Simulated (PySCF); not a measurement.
Two species compared at the same levels of theory.

First species: C6H10NP.
SMILES: `CCC1=PC=CN1C`

Second species: H9NSSi4.
Numbering: `[NH2:1][Si@@H:2]1[SiH2:3][Si@H:4]([SiH3:5])[S:6]1` (hydrogens: H7, H8 on N1; H9 on Si2; H10, H11 on Si3; H12 on Si4; H13, H14, H15 on Si5)

Cartesian coordinates in Å at the GFN2-xTB level; atoms count from 1:
```xyz
15
H9NSSi4 angstrom
N      2.5709   -0.4518    0.7555
Si     1.9651   -0.1570   -0.8297
Si     0.4557    1.6114   -0.8631
Si    -1.2004   -0.0540   -1.0614
Si    -2.7816   -0.5494    0.5584
S      0.3613   -1.6117   -1.0955
H      3.3811    0.0483    1.0814
H      2.5935   -1.4042    1.0858
H      2.9144   -0.4275   -1.9132
H      0.6099    2.5572   -1.9770
H      0.3763    2.4565    0.3355
H     -1.7659   -0.1374   -2.4179
H     -2.7666   -1.9245    1.0545
H     -4.1266   -0.2794    0.0423
H     -2.5915    0.3314    1.7169
```

Levels: CAM-B3LYP/def2-SVPD for dipole moment, HOMO energy, LUMO energy, HOMO–LUMO gap, static isotropic polarisability and electronic spatial extent ⟨r²⟩ about the centre of nuclear charge; TDDFT CAM-B3LYP/def2-SVPD for lowest singlet excitation; TDA CAM-B3LYP/def2-SVPD for lowest triplet excitation (Tamm–Dancoff); GFN2-xTB for rotational constant A and rotational constant C. Geometries: GFN2-xTB. Each species is one conformer at its optimised geometry, gas phase, non-relativistic unless stated. Electronic properties by PySCF.

The conformers computed, where there is a choice (atom-mapped SMILES and torsion angles):
- `[CH3:1][CH2:2][c:3]1[p:4][cH:5][cH:6][n:7]1[CH3:8]`: C1–C2–C3–P4 -89°
- `[NH2:1][Si@@H:2]1[SiH2:3][Si@H:4]([SiH3:5])[S:6]1`: H–N1–Si2–Si3 -88°, H–N1–Si2–Si3 133°

Values for the first species:

| Property | Result |
| --- | --- |
| Dipole moment | 3.80 D |
| HOMO energy | -7.12 eV |
| LUMO energy | 0.96 eV |
| HOMO–LUMO gap | 8.08 eV |
| Lowest singlet excitation | 5.29 eV |
| Lowest triplet excitation (Tamm–Dancoff) | 3.48 eV |
| Static isotropic polarisability | 101.2 au |
| Electronic spatial extent ⟨r²⟩ about the centre of nuclear charge | 1140 bohr² |
| Rotational constant A | 2.381 GHz |
| Rotational constant C | 1.089 GHz |

(1) Estimate the same properties for the second species, and the change in each.

## Answers

(1) 
| property | first | second | second less first |
| --- | --- | --- | --- |
| dipole moment | 3.80 D | 2.03 D | -1.77 D |
| HOMO energy | -7.12 eV | -8.19 eV | -1.07 eV |
| LUMO energy | 0.96 eV | -0.27 eV | -1.23 eV |
| HOMO–LUMO gap | 8.08 eV | 7.92 eV | -0.16 eV |
| lowest singlet excitation | 5.29 eV | 4.84 eV | -0.45 eV |
| lowest triplet excitation (Tamm–Dancoff) | 3.48 eV | 4.53 eV | +1.05 eV |
| static isotropic polarisability | 101.2 au | 141.8 au | +40.6 au |
| electronic spatial extent ⟨r²⟩ about the centre of nuclear charge | 1140 bohr² | 1800 bohr² | +660 bohr² |
| rotational constant A | 2.381 GHz | 1.849 GHz | -0.532 GHz |
| rotational constant C | 1.089 GHz | 0.705 GHz | -0.384 GHz |

On the first: In wavenumbers S1 is 42700 cm⁻¹ (1 eV = 8065.54 cm⁻¹). The dipole equals about 12.7 × 10⁻³⁰ C·m (1 D = 3.33564 × 10⁻³⁰ C·m).

On the second: S1 lies 3.08 eV below the HOMO–LUMO gap; its leading configuration is HOMO→LUMO, weight 0.90. The polarisability is 21.01 Å³ as a volume (1 au = 0.148185 Å³), or 1.61 au for each of the 88 electrons. GFN2-xTB frequencies show an imaginary mode (27i cm⁻¹), so this geometry is no minimum at that level.
